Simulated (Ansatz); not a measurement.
(1) Predict a relaxed structure of Si(PMe2)H3 (C2H9PSi), charge 0, singlet, at PBE-D4/def2-SVP (Ansatz).

Answers

(1) 
```xyz
13

Si    1.1445   -1.4041   -0.3811
P    -0.8581   -0.3297   -0.4673
C    -0.2460    1.3435   -1.0548
C    -1.0537    0.0262    1.3642
H     0.5988    1.7454   -0.4580
H    -1.0876    2.0641   -1.0054
H     0.0673    1.2676   -2.1150
H    -0.1627    0.4989    1.8267
H    -1.9223    0.7019    1.5009
H    -1.2774   -0.9182    1.8985
H     1.6404   -1.6485   -1.7825
H     0.9643   -2.7335    0.3043
H     2.1925   -0.6134    0.3693
```
Point group Cs (tolerance 0.1 Å). This is one stationary point.
